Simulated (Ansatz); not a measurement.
Frontier orbitals of `[CH3][In]([Cl])[I]`.

```xyz
7

C    -0.8136   -0.5987   -0.5648
In    0.7165    0.4828    0.4506
Cl    2.9673    0.1725   -0.0680
I     0.3493    2.2701    2.3731
H    -1.3837   -1.1730    0.1650
H    -1.4775    0.1099   -1.0595
H    -0.3582   -1.2636   -1.2965
```

Charge 0, multiplicity 1. Correlated methods include outer-core shells of I, In, which these sets cover unevenly. In, I: def2 effective core potential. The structure was optimised at the PBE0-D4/def2-TZVP level. Basis def2-TZVPP, Ansatz.

```json
{"functional": "PBE", "HOMO (eV)": "-6.51", "LUMO (eV)": "-2.61", "gap (eV)": "3.90"}
{"functional": "PBE0", "HOMO (eV)": "-7.65", "LUMO (eV)": "-1.79", "gap (eV)": "5.86"}
{"functional": "B3LYP", "HOMO (eV)": "-7.39", "LUMO (eV)": "-2.07", "gap (eV)": "5.32"}
{"functional": "HSE06 (plane-wave form)", "HOMO (eV)": "-7.25", "LUMO (eV)": "-2.15", "gap (eV)": "5.10"}
{"functional": "CAM-B3LYP", "HOMO (eV)": "-8.88", "LUMO (eV)": "-0.87", "gap (eV)": "8.01"}
{"functional": "ωB97M-V", "HOMO (eV)": "-9.76", "LUMO (eV)": "-0.07", "gap (eV)": "9.69"}
```

Against PBE, PBE0 changes HOMO and LUMO by −1.13 and +0.83 eV, ωB97M-V by −3.25 and +2.54 eV. A gap of 3.90 eV thus becomes 9.69 eV for the same molecule, so an orbital gap means little without its functional.

B3LYP here is the variant with VWN-RPA as its local correlation; programs differ in this.
